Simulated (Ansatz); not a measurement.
Consider the redistribution: `[BH2][SnH]([Cl])[O]C` + `FCC[SiH2]Cl` → `BCC[SiH2]Cl` + `C[O][SnH]([F])[Cl]`.

Program: Ansatz. Geometries: PBE0-D4/def2-TZVP. ΔE: electronic, gas phase. CCSD(T)/CBS is the MP2 limit (def2-TZVPP, def2-QZVPP) plus CCSD(T) − MP2 in def2-TZVPP, frozen cores. DFT in def2-TZVPP. B3LYP here is the variant with VWN-RPA as its local correlation; programs differ in this. Elements past krypton have def2 core potentials. For Sn outer-core shells are correlated without core-valence functions, which leaves a few kJ/mol of doubt a bond. Each species was taken in one conformer, which may not be the lowest.

`[BH2][SnH]([Cl])[O]C`:

Z-matrix (Å, degrees):
```
Sn
Cl 1 2.351
O 1 1.958 2 105.4
B 1 2.242 2 104.9 3 -114.3
H 1 1.709 2 104.8 3 112.3
C 3 1.406 1 120.2 2 62.7
H 4 1.190 1 119.4 2 107.1
H 4 1.191 1 119.6 2 -70.6
H 6 1.094 3 108.2 1 173.4
H 6 1.097 3 112.0 1 -67.5
H 6 1.099 3 112.5 1 54.4
```

`FCC[SiH2]Cl`:

Z-matrix (Å, degrees):
```
C
C 1 1.510
F 1 1.386 2 109.9
H 1 1.094 2 111.3 3 119.1
H 1 1.094 2 111.7 3 -119.0
Si 2 1.873 1 114.7 3 -56.3
H 2 1.096 1 110.2 3 65.9
H 2 1.095 1 108.9 3 -177.3
Cl 6 2.062 2 108.7 1 -55.8
H 6 1.483 2 109.6 1 -173.2
H 6 1.479 2 113.0 1 63.8
```

`BCC[SiH2]Cl`:

Cartesian coordinates in Å:
```
B -1.280 1.857 0.363
C -0.604 0.630 -0.297
C 0.125 -0.370 0.604
Si 1.122 -1.646 -0.319
Cl 2.534 -0.686 -1.480
H -1.008 2.191 1.482
H -2.045 2.528 -0.270
H -1.281 0.126 -0.997
H 0.123 1.124 -0.973
H 0.791 0.154 1.297
H -0.593 -0.911 1.233
H 0.268 -2.436 -1.242
H 1.848 -2.559 0.598
```

`C[O][SnH]([F])[Cl]`:

Cartesian coordinates in Å:
```
C 0.680 1.195 0.572
O 0.773 -0.217 0.570
Sn -0.489 -1.305 -0.405
F -2.205 -0.954 0.358
Cl -0.655 -0.502 -2.559
H 1.548 1.578 1.114
H -0.226 1.542 1.079
H 0.698 1.610 -0.442
H -0.125 -2.947 -0.288
```

```json
{"level": "ωB97X-V", "ΔE (kJ/mol)": "-138.5", "difference from CCSD(T)/CBS": "4.9"}
{"level": "ωB97M-V", "ΔE (kJ/mol)": "-140.9", "difference from CCSD(T)/CBS": "2.5"}
{"level": "r2SCAN", "ΔE (kJ/mol)": "-143.6", "difference from CCSD(T)/CBS": "-0.2"}
{"level": "B3LYP", "ΔE (kJ/mol)": "-136.8", "difference from CCSD(T)/CBS": "6.6"}
{"level": "HF/def2-TZVPP", "ΔE (kJ/mol)": "-131.2", "difference from CCSD(T)/CBS": "12.2"}
{"level": "CCSD(T)/def2-TZVPP", "ΔE (kJ/mol)": "-134.6", "difference from CCSD(T)/CBS": "8.8"}
{"level": "HF/def2-QZVPP", "ΔE (kJ/mol)": "-135.8", "difference from CCSD(T)/CBS": "7.6"}
{"level": "SCS-MP2/def2-QZVPP", "ΔE (kJ/mol)": "-146.5", "difference from CCSD(T)/CBS": "-3.1"}
{"level": "HF/CBS(def2)", "ΔE (kJ/mol)": "-136.4", "difference from CCSD(T)/CBS": "7.0"}
{"level": "CCSD/CBS(def2)", "ΔE (kJ/mol)": "-141.5", "difference from CCSD(T)/CBS": "1.9"}
{"level": "CCSD(T)/CBS", "ΔE (kJ/mol)": "-143.4", "difference from CCSD(T)/CBS": "0"}
```

Largest T1 diagnostic among the species: 0.014.

In def2-TZVPP, CCSD(T) changes the Hartree–Fock value by −3.5 kJ/mol (the triples alone add −1.9 kJ/mol) and MP2 by −12.9 kJ/mol.
